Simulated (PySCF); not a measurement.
A side-by-side comparison of computed properties.

First species: C6H5NO2.
Z-matrix (Å and degrees, PBE0-D3(BJ)/def2-SVP geometry), rows numbered from 1:
```
O 
C   1  1.2035
O   2  1.3374  1  123.00
C   2  1.4902  1  124.18  3  -179.97
C   4  1.3955  2  122.67  1   177.49
C   5  1.3944  4  118.09  2  -179.86
N   6  1.3301  5  123.50  4    -0.20
C   7  1.3314  6  118.00  5     0.16
C   8  1.3928  7  123.43  6     0.05
H   3  0.9692  2  106.54  1    -0.02
H   5  1.0907  4  120.72  2     0.03
H   6  1.0960  5  120.00  4   179.79
H   8  1.0958  7  116.48  6  -179.95
H   9  1.0916  4  119.73  2    -0.05
```

Second species: C₆H₁₃BO₂.
SMILES: `C=CC(C)(C)OBOC`

Levels: B3LYP/def2-SVPD for dipole moment, HOMO energy, LUMO energy, HOMO–LUMO gap, static isotropic polarisability and electronic spatial extent ⟨r²⟩ about the centre of nuclear charge; TDDFT B3LYP/def2-SVPD for lowest singlet excitation; TDA B3LYP/def2-SVPD for lowest triplet excitation (Tamm–Dancoff); ΔSCF B3LYP/def2-SVPD for vertical ionisation energy; PBE0-D3(BJ)/def2-SVP for rotational constant A and rotational constant C. Geometries: PBE0-D3(BJ)/def2-SVP. Each structure is a single optimised conformer of the isolated species, non-relativistic unless stated. Electronic properties by PySCF.

The conformers computed, where there is a choice (atom-mapped SMILES and torsion angles):
- `[O:1]=[C:2]([OH:3])[c:4]1[cH:5][cH:6][n:7][cH:8][cH:9]1`: O1–C2–C4–C5 177°, H–O3–C2–O1 0°
- `[CH2:1]=[CH:2][C:3]([CH3:4])([CH3:5])[O:6][BH:7][O:8][CH3:9]`: C1–C2–C3–C4 -133°, C2–C3–O6–B7 -70°, C3–O6–B7–O8 176°, O6–B7–O8–C9 178°

(1) Which has the higher rotational constant A?

(2) Which has the higher vertical ionisation energy?

(3) Which of the two has the higher dipole moment, and by how much?

(4) Which of the two has the higher HOMO–LUMO gap, and by how much?

(5) Which of the two has the higher ⟨r²⟩, and by how much?

(6) Which has the higher HOMO energy?

(7) Which has the higher LUMO energy?

(8) Which of the two has the higher rotational constant C, and by how much?

Answers

(1) The first: 4.053 GHz against 2.597 GHz, a difference of 1.456 GHz.

(2) The first: 9.72 eV against 9.35 eV, a difference of 0.37 eV.

(3) The first: 1.84 D against 1.54 D, a difference of 0.30 D.

(4) The second: 7.16 eV against 5.18 eV, a difference of 1.98 eV.

(5) The second: 1564 bohr² against 1149 bohr², a difference of 415 bohr².

(6) The second: -7.31 eV against -7.51 eV, a difference of 0.20 eV.

(7) The second: -0.15 eV against -2.33 eV, a difference of 2.18 eV.

(8) The first: 0.941 GHz against 0.820 GHz, a difference of 0.121 GHz.

On the first: The polarisability is 12.22 Å³ as a volume (1 au = 0.148185 Å³), or 1.29 au for each of the 64 electrons. No computed singlet falls in the visible range (750 to 380 nm, 1.65 to 3.26 eV); S1 lies 0.79 eV above its blue end.

On the second: No computed singlet falls in the visible range (750 to 380 nm, 1.65 to 3.26 eV); S1 lies 3.42 eV above its blue end. The ΔSCF ionisation energy exceeds −ε(HOMO) by 2.04 eV with B3LYP.
